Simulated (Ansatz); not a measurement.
Reaction (formal hydrolysis of a Ti–Cl bond): `[NH2][Ti]([OH])([Cl])[Cl]` + H₂O → `[NH2][Ti]([OH])([OH])[Cl]` + HCl

Computed with Ansatz on PBE0-D4/def2-TZVP structures; ΔE is electronic, products minus reactants. CCSD(T)/CBS is the MP2 limit (def2-TZVPP, def2-QZVPP) plus CCSD(T) − MP2 in def2-TZVPP, frozen cores. This one scheme is used for every species. DFT in def2-TZVPP. B3LYP here is the variant with VWN-RPA as its local correlation; programs differ in this. For Ti outer-core shells are correlated without core-valence functions, which leaves a few kJ/mol of doubt a bond. Scalar relativity is left out up to krypton. Each species was taken in one conformer, which may not be the lowest.

| level | ΔE (kcal/mol) | difference from CCSD(T)/CBS |
| --- | --- | --- |
| B97M-V | 8.4 | -0.2 |
| PBE0-D4 | 8.6 | 0.0 |
| B3LYP-D4 | 7.7 | -0.9 |
| ωB97M-V | 7.2 | -1.4 |
| PBE | 7.5 | -1.1 |
| revPBE | 7.6 | -1.0 |
| r2SCAN0 | 8.5 | -0.1 |
| HF/def2-SVP | 5.7 | -2.9 |
| MP2/def2-SVP | 6.5 | -2.1 |
| CCSD(T)/def2-SVP | 5.3 | -3.3 |
| HF/def2-TZVPP | 7.0 | -1.6 |
| MP2/def2-TZVPP | 9.6 | 1.0 |
| SCS-MP2/def2-TZVPP | 8.3 | -0.3 |
| CCSD/def2-TZVPP | 6.5 | -2.1 |
| HF/CBS(def2) | 7.3 | -1.3 |
| CCSD/CBS(def2) | 7.6 | -1.0 |
| CCSD(T)/CBS | 8.6 | 0 |

Largest T1 diagnostic among the species: 0.024, so the coupled-cluster value is less sure than usual.

At CCSD(T), def2-SVP lies −3.3 kcal/mol from the extrapolated value and def2-TZVPP −1.1 kcal/mol. Leaving LDA and LC-ωPBE aside and taking each functional with its dispersion term where it has one, the values, not all of them listed here, spread over 3.0 kcal/mol, from CAM-B3LYP-D4 to PBE-QIDH. From BLYP to BHLYP (50 % exact exchange), in def2-TZVPP and without D4, ΔE moves by +0.9 kcal/mol.
